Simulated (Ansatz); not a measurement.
```yaml
crystal:
  periodic: [false, false, false]
  atoms:
    - {symbol: N, position_ang: [0.336327, 0.852558, -2.253733]}
    - {symbol: C, position_ang: [0.485740, 0.660269, -1.063641]}
    - {symbol: C, position_ang: [0.690758, 0.331455, 0.184885]}
    - {symbol: Si, position_ang: [-0.445944, -0.834161, 1.061496]}
    - {symbol: H, position_ang: [-0.241366, 1.638155, -2.537959]}
    - {symbol: H, position_ang: [1.547733, 0.771094, 0.685734]}
    - {symbol: H, position_ang: [-1.518649, -1.245716, 0.121185]}
    - {symbol: H, position_ang: [0.290326, -2.037141, 1.533310]}
    - {symbol: H, position_ang: [-1.056523, -0.182914, 2.251621]}
basis:
  gaussian: {orbitals: pcseg-2, fitting: {mean_field: cc-pVTZ-jkfit}, point_charges: [{charge: 2.00, position_ang: [6.541, -0.193, 0.925]}]}
magnetization: {spin_polarized: true, initial_magnetization: 1}
hamiltonian: {xc: {name: r2SCAN0}, dispersion: d4}
output: {forces: true}
```

```sh
$ ansatz run in.yaml --threads 2 --pin off --events-out ev --progress --plain --max-ram 4352MiB
```

(1) How does Ansatz answer? (Estimate.)

Answers

(1) Computed: The input was rejected before any iteration.
```
Error: a molecule whose nuclei and cores have a total charge of 38 cannot have a net charge of 0 together with 1 unpaired electrons
```
